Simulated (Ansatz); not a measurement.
Name a neutral molecule of C, F, In, N and H with HOMO–LUMO gap (PBE0/def2-TZVPP) between 8.10 and 8.40 eV and HOMO–LUMO gap (B3LYP/def2-TZVPP) between 7.30 and 7.60 eV (Ansatz, PBE0-D4/def2-TZVP geometry).

`C[NH2+][In-]([F])([F])[F]` (8.18 eV, 7.54 eV). Other molecules can fit too; these were computed, each in one conformer that needn't be the lowest.

B3LYP here is the variant with VWN-RPA as its local correlation; programs differ in this.
